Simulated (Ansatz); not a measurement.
A nudged elastic band was laid between two geometries of ClFSn + ClH (5 atoms, charge 0, multiplicity 1).

These are results of RKS BLYP-D4/def2-mTZVP in Ansatz, not measurements.

* movable images: 5
* climbing image: yes
* spring: 5.0 eV/Å²
* optimiser: quadratic models (default)
* start path: through a guess of the saddle point
* force threshold: 0.03 eV/Å
* iteration limit: 60
* end points: relaxed

Initial state:

```xyz
5
Properties=species:S:1:pos:R:3
Sn 0.866 0.661 -0.978
F -0.029 -1.186 -0.806
H -0.032 -1.109 0.978
Cl 0.382 -0.317 1.978
Cl -1.186 1.950 -1.172
```

Final state:

```xyz
5
Properties=species:S:1:pos:R:3
Sn 0.946 0.826 -0.631
F -0.131 -1.544 -0.520
H -0.168 -1.394 0.440
Cl 0.512 0.153 1.772
Cl -1.160 1.959 -1.061
```

Problem. What changes between the two ends?

Solution. Bonds broken: H3–Cl4. Bonds formed: F2–H3. ClFSn + ClH becomes Cl2Sn + FH.

Problem. What energy profile does the band end with?

Solution. The forces met the threshold. The highest image is number 2 of 0 to 6, 0.6 kcal/mol above the first end and 7.9 kcal/mol above the last; the last end lies 7.3 kcal/mol below the first. A vibrational analysis at the climbing image gives one clearly imaginary mode, 258i cm⁻¹: a first-order saddle point. The orbitals stay closed-shell, which can raise the energy where a bond breaks towards radicals; this wasn't checked here.

```csv
image,path coordinate (Å),energy (kcal/mol),H3–Cl4 (Å),F2–H3 (Å)
0,0.00,0.0,1.34,1.79
1,0.18,0.2,1.37,1.60
2,0.37,0.6,1.44,1.39
3,0.58,-1.1,1.61,1.16
4,0.79,-4.6,1.79,1.04
5,1.00,-6.7,1.97,0.99
6,1.21,-7.3,2.15,0.97
```

Problem. What is the geometry of the highest image?

Solution. 
```xyz
5
Properties=species:S:1:pos:R:3:forces:R:3
Sn 0.880 0.666 -0.845 0.00 0.00 0.00
F -0.065 -1.260 -0.635 0.00 0.00 0.00
H -0.020 -1.071 0.742 0.00 0.00 0.00
Cl 0.379 -0.255 1.864 0.00 0.00 0.00
Cl -1.175 1.920 -1.125 0.00 0.00 0.00
```

Problem. What are the harmonic wavenumbers there?

Solution. 258i, 60, 117, 173, 322, 424, 732, 771, 1470 cm⁻¹.

The band took 7 iterations and roughly 2.3 core-minutes.

Run time: 71 s on 2 threads of Arm Neoverse V1, with other jobs on the host, peak memory 0.15 GiB.
